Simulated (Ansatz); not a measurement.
System: fluoro(dimethyl)borane, C$_{2}$H$_{6}$BF, charge 0, multiplicity 1. SMILES: CB(C)F
Geometry from a B3LYP-D3(BJ)/def2-TZVP (Ansatz, a quantum-chemistry and plane-wave program) optimisation:
```xyz
10

B      0.0036    -0.0313     0.0561
F      0.0900    -0.6867     1.2245
C      1.3332     0.5048    -0.5708
C     -1.4178     0.1381    -0.5755
H      1.1845     1.3985    -1.1798
H      1.7247    -0.2658    -1.2476
H      2.1079     0.6957     0.1737
H     -1.8163     1.1115    -0.2611
H     -2.1274    -0.6204    -0.2413
H     -1.3937     0.1593    -1.6669
```
Charge 0, spin multiplicity 1.

Computed values are from Ansatz. Cores are frozen in the correlated levels unless marked. UHF or UKS for open shells. Spin-orbit coupling is left out. No relativistic terms. CBS marks a two-point X^-3 extrapolation of the correlation energy; Hartree-Fock from the larger set. [CCSD(T)-MP2]/basis is that difference in the basis named.

Q: What is the dipole moment at CCSD(T)/aug-cc-pVDZ?

A: 1.34 D.

Q: What is the T1 diagnostic at CCSD/aug-cc-pVTZ?

A: 0.011.

Q: What is the atomisation energy De at RI-MP2/CBS(aug-cc-pVTZ,aug-cc-pVQZ)+[CCSD(T)-MP2]/aug-cc-pVTZ?

A: 4010.6 kJ/mol.

Q: What is the total energy at RI-MP2/CBS(aug-cc-pVTZ,aug-cc-pVQZ)+[CCSD(T)-MP2]/aug-cc-pVTZ?

A: -204.3818 Eh.
